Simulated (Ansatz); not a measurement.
**Telling isomers of BClFH2InN apart by their spectra**

These gas-phase data were calculated for one isomer of BClFH2InN at PBE0-D3(BJ)/def2-SVP (harmonic, unscaled wavenumbers; equilibrium rotational constants with average atomic masses):

```
rotational constants            : 2.845, 1.408, 0.9418 GHz
all wavenumbers above 1500 cm⁻¹ : 3669, 3543, 1590
dipole moment                   : 2.35 D (PBE0/def2-TZVPD)
```

Candidates:

(1) `N[B](F)[In][Cl]`, a doublet
(2) `FB[NH][In][Cl]`, a doublet

Task: Which candidate do the data belong to?

Result: Candidate (1). No mode falls between 2350 and 2900 cm⁻¹, where the B–H stretch of (2) would stand.

The same quantities for all candidates:

```
     rotational constants (GHz)  wavenumbers above 1500 cm⁻¹  dipole (D)  E above the lowest, PBE0-D3(BJ)/def2-SVP (kcal/mol)
(1)        2.845, 1.408, 0.9418             3669, 3543, 1590        2.35                                                  0.0
(2)         8.09, 1.032, 0.9154                   3640, 2622        0.81                                                  1.3
```

Each candidate is one conformer. Open shells are spin-unrestricted. Atoms past krypton carry core potentials. Programs: Ansatz 0.2.0.
